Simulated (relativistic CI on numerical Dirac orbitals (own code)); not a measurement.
How well does a small relativistic CI reproduce Mg?

Computed by Dirac-Coulomb-Breit CI, separate exchange-only KLI orbitals for each configuration, QED by a radiative potential, valence Slater integrals scaled by 0.85, P86 correlation energy added to each configuration (own radial code, finite nucleus).

Configurations in the expansion (outside the closed core [Ne]): 3s2, 3s.3p, 3s.4s, 3s.3d, 3s.4p, 3s.5s, 3s.4d, 3s.5p, 3s.4f, 3s.6s, 3s.5d, 3s.6p, 3s.5f, 3p2, 3d2, 3p.4s, 3s.5g, 3p.3d, 3s.6d, 4s2, 3d.4s. Levels of other configurations are missing.

| Configuration | Term (tabulated) | J | Measured (cm⁻¹) | Computed | Error | Purity (%) |
| --- | --- | --- | --- | --- | --- | --- |
| 3s2 | 1S | 0 | 0.0 | 0 | 0 | 95 |
| 3s.3p | 3P° | 0 | 21850.4 | 20274 | -1577 | 99 |
| 3s.3p | 3P° | 1 | 21870.5 | 20291 | -1579 | 99 |
| 3s.3p | 3P° | 2 | 21911.2 | 20328 | -1584 | 99 |
| 3s.3p | 1P° | 1 | 35051.3 | 34456 | -595 | 85 |
| 3s.4s | 3S | 1 | 41197.4 | 41152 | -45 | 100 |
| 3s.4s | 1S | 0 | 43503.3 | 43271 | -232 | 98 |
| 3s.3d | 1D | 2 | 46403.1 | 46155 | -248 | 80 |
| 3s.4p | 3P° | 0 | 47841.1 | 47829 | -12 | 99 |
| 3s.4p | 3P° | 1 | 47844.4 | 47832 | -12 | 99 |
| 3s.4p | 3P° | 2 | 47851.2 | 47839 | -13 | 99 |
| 3s.3d | 3D | 2 | 47957.0 | 47810 | -147 | 100 |
| 3s.3d | 3D | 3 | 47957.0 | 47810 | -147 | 100 |
| 3s.3d | 3D | 1 | 47957.1 | 47810 | -147 | 100 |
| 3s.4p | 1P° | 1 | 49346.7 | 50291 | 944 | 85 |
| 3s.5s | 3S | 1 | 51872.5 | 52287 | 414 | 100 |
| 3s.5s | 1S | 0 | 52556.2 | 53084 | 528 | 97 |
| 3s.4d | 1D | 2 | 53134.6 | 53196 | 61 | 70 |
| 3s.4d | 3D | 3 | 54192.3 | 54615 | 423 | 100 |
| 3s.4d | 3D | 2 | 54192.3 | 54615 | 423 | 100 |
| 3s.4d | 3D | 1 | 54192.3 | 54615 | 423 | 100 |
| 3s.5p | 3P° | 0 | 54248.8 | 54731 | 482 | 100 |
| 3s.5p | 3P° | 1 | 54250.1 | 54733 | 483 | 100 |
| 3s.5p | 3P° | 2 | 54252.7 | 54736 | 483 | 100 |
| 3s.4f | 1F° | 3 | 54676.4 | 56366 | 1689 | 99 |
| 3s.4f | 3F° | 2 | 54676.7 | 56366 | 1690 | 100 |
| 3s.4f | 3F° | 3 | 54676.7 | 56366 | 1690 | 99 |
| 3s.4f | 3F° | 4 | 54676.8 | 56367 | 1690 | 100 |
| 3s.5p | 1P° | 1 | 54706.5 | 55572 | 865 | 88 |
| 3s.6s | 3S | 1 | 55891.8 | 56653 | 762 | 100 |
| 3s.6s | 1S | 0 | 56186.9 | 57080 | 893 | 98 |
| 3s.5d | 1D | 2 | 56308.4 | 56961 | 652 | 70 |
| 3s.5d | 3D | 3 | 56968.2 | 57746 | 777 | 100 |
| 3s.5d | 3D | 2 | 56968.2 | 57746 | 777 | 100 |
| 3s.5d | 3D | 1 | 56968.3 | 57746 | 778 | 100 |
| 3s.6p | 3P° | 0 | 57017.1 | 57850 | 833 | 100 |
| 3s.6p | 3P° | 1 | 57017.7 | 57850 | 833 | 100 |
| 3s.6p | 3P° | 2 | 57019.0 | 57852 | 833 | 100 |
| 3s.5f | 1F° | 3 | 57204.2 | 58859 | 1655 | 99 |
| 3s.5f | 3F° | 2 | 57204.2 | 58860 | 1655 | 100 |
| 3s.5f | 3F° | 3 | 57204.3 | 58860 | 1655 | 99 |
| 3s.5f | 3F° | 4 | 57204.3 | 58860 | 1655 | 100 |
| 3s.6p | 1P° | 1 | 57215.0 | 58285 | 1070 | 93 |
| 3p2 | 3P | 0 | 57812.8 | 55683 | -2130 | 99 |
| 3p2 | 3P | 1 | 57833.4 | 55701 | -2132 | 99 |
| 3p2 | 3P | 2 | 57873.9 | 55738 | -2136 | 99 |

Measured levels from NIST Handbook of Basic Atomic Spectroscopic Data (Sansonetti and Martin, J. Phys. Chem. Ref. Data 34, 1559 (2005)); pairs were made by configuration, J and term (by order where the table uses no LS term), so strongly mixed levels may be paired wrongly.

Mean error by configuration (cm⁻¹): 3s.3p -1334; 3s.4s -139; 3s.3d -172; 3s.4p 227; 3s.5s 471; 3s.4d 333; 3s.5p 578; 3s.4f 1690; 3s.6s 827; 3s.5d 746; 3s.6p 892; 3s.5f 1655; 3p2 -2133. Over the excited levels the mean absolute error is 886 cm⁻¹ (45 of the 45 excited levels that our extract of the source holds in range could be paired), and the median relative error of those above 1,000 cm⁻¹ is 1.4 %.
